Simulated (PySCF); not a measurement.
**Worked example: oscillator strength and radiative lifetime**

C3H6GeO, SMILES C#CC[O][GeH3].

Coordinates come from a TPSSh-D3(BJ)/def2-SVP optimisation. This is a generated structure with no PubChem entry under its InChIKey; it may be hypothetical. The values are those of a single conformer.

TDA-PBE/def2-SVPD in PySCF puts the first singlet state with f over 0.02 at 5.93 eV (vertical), with the transition dipole (-0.019, 0.789, 0.000) in atomic units.

Find the oscillator strength, the wavelength and the radiative lifetime that this transition would have in vacuum if emission retraced absorption.


|μ|² = 0.6229 au, so |μ| = 2.01 D. ΔE = 5.93/27.211 = 0.2179 hartree. f = (2/3) ΔE |μ|² = 0.090 (the program prints 0.091).
λ = 1239.84/5.93 = 209 nm; ν = 47829 cm⁻¹.
Einstein's coefficient A = 0.6670 ν² f s⁻¹ (ν in cm⁻¹) = 1.4e8 s⁻¹, so τ = 1/A = 7.2 ns. This state is S4; the lower singlets have f = 0.000, 0.000, 0.007. The figure is the radiative limit of this one transition; relaxation, internal conversion, crossing to triplets and a medium change what is measured.
